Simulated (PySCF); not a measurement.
# Working out the ionisation energy of W(2+)

W(2+) [Xe] 4f14 5d4 (5D) → W(3+) [Xe] 4f14 5d3 (4F). All numbers are calculated (PySCF 2.14, scalar relativity through the core potential, in aug-cc-pwCVDZ-PP with ECP60MDF (6s6p5d3f, 70 functions)). Frozen: nothing. Energies in hartree (1 hartree = 27.21139 eV):

```json
{"part": "UHF", "W(2+) (lower)": "-65.909775", "W(3+) (upper)": "-64.999829"}
{"part": "CCSD correlation", "W(2+) (lower)": "-0.262905", "W(3+) (upper)": "-0.237920"}
{"part": "(T)", "W(2+) (lower)": "-0.004359", "W(3+) (upper)": "-0.003527"}
```

Q: What does Hartree-Fock give?

A: (-64.999829) − (-65.909775) = 0.909946 hartree = 24.761 eV.

Q: What do CCSD and CCSD(T) give?

A: The CCSD correlation energies differ by 0.024985 hartree = 0.680 eV and the triples by 0.000832 hartree = 0.023 eV, so CCSD gives 25.441 eV and CCSD(T) 25.464 eV.

Reference: 26 ± 0.4 eV (semi-empirical (NIST evaluation); NIST Atomic Spectra Database, ionization energies), between the lowest levels; spin-orbit coupling is absent from the calculation.

A double-zeta basis recovers only part of the correlation energy.

What remains against the reference includes basis incompleteness and higher excitations.
